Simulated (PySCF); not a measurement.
# GeAs⁻ at RHF-MP2

Level: RHF-MP2. PySCF, no relativity, basis sets Ge def2-TZVPPD, As def2-TZVPPD.

```json
{
  "state": "¹Σ⁺ (singlet), closed shell",
  "bond length": "0.2178 nm",
  "harmonic wavenumber": "380 cm⁻¹",
  "force constant": "3.17 mdyn/Å",
  "rotational constant Be": "0.09550 cm⁻¹",
  "anharmonicity ωexe": "0.972 cm⁻¹",
  "vibration–rotation constant αe": "0.000317 cm⁻¹"
}
```

Correlated steps freeze 18 core orbitals.
